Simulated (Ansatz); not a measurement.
The cluster VO4H3, relaxed as a singlet with RKS r2SCAN-D4/def2-SVP in Ansatz, starting from the GFN1-xTB geometry. Force threshold 0.02 eV/Å.

The structure holds 2 bonds between oxygen atoms, so isomers without such links may lie far lower. The restricted singlet is unstable towards broken spin symmetry in Hartree–Fock (as tested in another run); at r2SCAN-D4/def2-SVP this wasn't settled. Another isomer (singlet) lies 4.92 eV lower at PBE0-D4/def2-TZVP; other spin states weren't run for this one.

Start:

```xyz
8

V    -0.2150   -0.6467   -0.2329
O     0.5846    0.7272    0.1214
O    -1.6426   -1.3431    0.2863
O    -1.8037   -0.2369   -0.3501
O     1.4663    1.6895    0.4957
H     0.0912   -0.9120   -1.7805
H     0.6093   -1.7028    0.6383
H     0.9099    2.4247    0.8219
```

| step | energy (eV) | largest force component (eV/Å) | SCF passes |
| --- | --- | --- | --- |
| 1 | -33904.6734 | 7.278 | 32 |
| 2 | -33905.6612 | 2.388 | 42 |
| 3 | -33905.9025 | 0.635 | 44 |
| 4 | -33905.9106 | 1.232 | 45 |
| 5 | -33905.9648 | 0.725 | 36 |
| 6 | -33905.9974 | 0.449 | 44 |
| 7 | -33906.0179 | 0.293 | 36 |
| 8 (rejected) | -33905.9953 | 0.601 | 45 |
| 9 | -33906.0399 | 0.404 | 36 |
| 10 | -33906.0432 | 0.254 | 45 |
| 11 | -33906.0554 | 0.182 | 36 |
| 12 | -33906.0577 | 0.107 | 38 |
| 13 | -33906.0590 | 0.101 | 36 |
| 14 | -33906.0592 | 0.049 | 39 |
| 15 | -33906.0593 | 0.011 | 29 |

Force components are those of the run's own axes.

End:

```tsv
atom	x (Å)	y (Å)	z (Å)
V1	-0.3179	-0.4549	-0.4203
O2	0.6669	0.9526	-0.1509
O3	-1.5286	-1.3529	0.5187
O4	-2.0917	-0.3778	-0.3293
O5	1.3048	1.5222	0.9518
H6	0.2119	-1.2615	-1.7159
H7	0.6094	-1.4972	0.3588
H8	1.1452	2.4696	0.7870
```

By distances, no bond broke or formed. The bond that changes most is V1–O4, from 1.64 to 1.78 Å (atoms count from 1).

No frequencies were taken in this run, so the end may be a saddle point.

It took 35 s on 4 threads of Arm Neoverse V2 on a shared host.
